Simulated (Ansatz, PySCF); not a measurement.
Species: BNH2Cl2, charge 0, multiplicity 1. SMILES: NB(Cl)Cl
Coordinates optimised at B3LYP-D3(BJ)/def2-TZVP (Ansatz, a program for electronic structure):
```xyz
6

N     -1.7061    -0.3020     0.0927
B     -0.3439    -0.0609     0.0187
Cl     0.2555     1.5570    -0.3781
Cl     0.8112    -1.3682     0.3201
H     -2.0820    -1.2082     0.3154
H     -2.3906     0.4165    -0.0724
```
Charge 0, spin multiplicity 1.

Harmonic wavenumbers (cm⁻¹) at HF/6-31G* (Ansatz, at its own minimum) and at B3LYP-D3(BJ)/def2-TZVP (PySCF, at the structure above). 6-31G* holds six Cartesian d functions. Modes are numbered in rising order, 12 in all, and paired by that order; shown are modes over 250 cm⁻¹ that lie over 6 % from every other mode at both levels, one of each degenerate set, at most eight drawn at random. The second level is harmonic too, so this factor is not the one that brings values to measured fundamentals.

| mode | HF/6-31G* (x) | B3LYP-D3(BJ)/def2-TZVP (y) |
|---|---|---|
| 1 | 281 | 261 |
| 3 | 509 | 473 |
| 7 | 840 | 778 |
| 8 | 1172 | 1083 |
| 9 | 1440 | 1354 |
| 10 | 1797 | 1628 |

Question: Fit one scale factor, y = λ·x, by least squares, and use it for mode 2, which lies at 345 cm⁻¹ at HF/6-31G*.

Answer: λ = Σxy/Σx² = 7112170/7720035 = 0.9213; the rows scatter about it by 16 cm⁻¹ (root mean square). Prediction for mode 2: 318 cm⁻¹. The wavenumber at B3LYP-D3(BJ)/def2-TZVP is 322 cm⁻¹, so the fit misses by -4 cm⁻¹, against +23 cm⁻¹ without it. The fit is meant for this molecule alone.
